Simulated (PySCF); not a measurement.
## Calculated NMR parameters of C=COCC(N)=O

```yaml
Formula: C4H7NO2
SMILES: C=COCC(N)=O
Point_group_of_the_computed_structure: Cs
Degrees_of_unsaturation: 2
Carbon_signals: 4
Proton_signals: 6
```

Atom-mapped SMILES (the numbers label the heavy atoms): `[CH2:1]=[CH:2][O:3][CH2:4][C:5]([NH2:6])=[O:7]` (H(Xn): hydrogen on atom n). Ha(C1) is cis to O3; Ha(N6) is cis to the C=O or C=S heteroatom; Hb(C1) is trans to O3; Hb(N6) is trans to the C=O or C=S heteroatom.

Calculated, not measured (PySCF 2.14.0 with density-fitted response routines): geometry: GFN2-xTB, shielding tensors at PBE0/pcSseg-1 (GIAO). Rapidly exchanging positions averaged, no solvent model, one conformer, non-relativistic Hamiltonian.

Shifts are taken against calculated references (same method and geometry level): TMS for 1H (σ = 31.72 ppm), 13C (σ = 186.93 ppm); NH3 for 15N (σ = 267.73 ppm); H2O for 17O (σ = 336.08 ppm).

| carbon | δC, type | δH (multiplicity) | HMBC from (2–3 bonds) | span of the C tensor (ppm) |
| --- | --- | --- | --- | --- |
| C1 | 90.4, CH2 | Hb(C1) 4.38 (m); Ha(C1) 4.24 (m) | H(C2) | 171 |
| C2 | 158.1, CH | 6.75 (m) | Hb(C1), Ha(C1), H(C4) | 183 |
| C4 | 68.3, CH2 | 4.03 (s) | H(C2) | 54 |
| C5 | 168.1, C | – | H(C4) | 168 |

Other nuclei:
```
 atoms  nucleus                         environment  δ (ppm)  σ (ppm)
Hb(N6)       1H  hydrogen on an amide-type nitrogen     6.22    25.50
Ha(N6)       1H  hydrogen on an amide-type nitrogen     4.73    26.99
    N6      15N                 amide-type nitrogen    113.4    154.3
    O7      17O          amide-type carbonyl oxygen    392.1    -56.0
    O3      17O                        ether oxygen    124.8    211.2
```

- Carbon types of the structure: 1 × C, 1 × CH, 2 × CH2, leaving 2 H on heteroatoms.
- δC 168.1: amide carbonyl carbon; it is a carbonyl in resonance with an O or N lone pair, the region of acids, esters and amides.
- δC 158.1: alkene carbon bearing oxygen; an sp2 carbon further deshielded by the attached heteroatom.
- δC 90.4: β carbon of an enol-ether or enamine type C=C; the O or N lone pair pushes π density onto this β carbon and shields it.
- δC 68.3: sp3 CH2 bonded to O, α to a carbonyl; deshielded by the electronegative neighbour.
- δH 4.38, 4.24: hydrogen on a β carbon of an enol-ether or enamine type C=C; lone-pair donation from O or N shields it, upfield of ordinary alkene protons.

OH and NH positions are those of a molecule without intermolecular hydrogen bonds; in solution they move with solvent, concentration and temperature, and exchange usually removes their couplings. The two substituents on the amide-type nitrogen aren't averaged: C–N rotation is slow on the NMR time scale. Shifts are as computed. Against solution values, carbons near 30 ppm lie about +3 ppm off and those near 130 ppm about +5 ppm. Of 1211 compounds with measured shifts, 218 miss one by over three times the rms of a fit or turn the order of signals round; such compounds aren't used in these exercises. Hydrogen bonding in solution shields acid and N–H amide carbonyl oxygens by tens of ppm. Hydrogen bonding in solution deshields acid and N–H amide carbonyl carbons by as much as 10 ppm beyond these values. Unscaled 17O shifts of doubly bonded oxygen tend to come out too high, by tens of ppm or more. Experimental scales use liquid or dissolved standards, which lie at an offset from isolated NH3 (liquid NH3: subtract about 20 ppm) and H2O (liquid H2O: subtract about 36 ppm). No couplings were computed; multiplicities are counted from neighbouring protons, with m where these are inequivalent, close in shift, in a saturated or five-membered ring or joined by F or P, and br s for small geminal =CH2 splittings.
